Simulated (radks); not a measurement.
Question: All-electron atom: In+ in [Kr] 4d10 5s2. Method: Dirac Kohn-Sham, PBEsol, spin-unpolarised, spherical densities, finite nucleus; Fermi nuclear charge, rms radius 4.6156 fm; computed with a radial shooting solver on a logarithmic mesh with Libxc functionals. Some entries of the table are withheld. Estimate them.

| orbital | occ. | eigenvalue (eV) | <1/r> (bohr^-1) |
|---|---|---|---|
| 1s1/2 | 2 | -27727.82 | 51.84 |
| 2s1/2 | 2 | (1) | 11.99 |
| 2p1/2 | 2 | -3878.007 | (2) |
| 2p3/2 | 4 | -3667.306 | (3) |
| 3s1/2 | 2 | -794.7176 | 4.225 |
| 3p1/2 | 2 | -682.0238 | 4.133 |
| 3p3/2 | 4 | -643.9666 | 3.940 |
| 3d3/2 | 4 | -444.4198 | 3.784 |
| 3d5/2 | 6 | -436.6193 | 3.734 |
| 4s1/2 | 2 | -126.9138 | 1.644 |
| 4p1/2 | 2 | -90.0886 | 1.525 |
| 4p3/2 | 4 | -83.4148 | 1.462 |
| 4d3/2 | 4 | (4) | 1.150 |
| 4d5/2 | 6 | (5) | 1.132 |
| 5s1/2 | 2 | -14.9821 | 0.5200 |

Answer: 
(1) 2s1/2 eigenvalue (eV): -4157.163
(2) 2p1/2 <1/r> (bohr^-1): 11.98
(3) 2p3/2 <1/r> (bohr^-1): 11.19
(4) 4d3/2 eigenvalue (eV): -26.5871
(5) 4d5/2 eigenvalue (eV): -25.7231
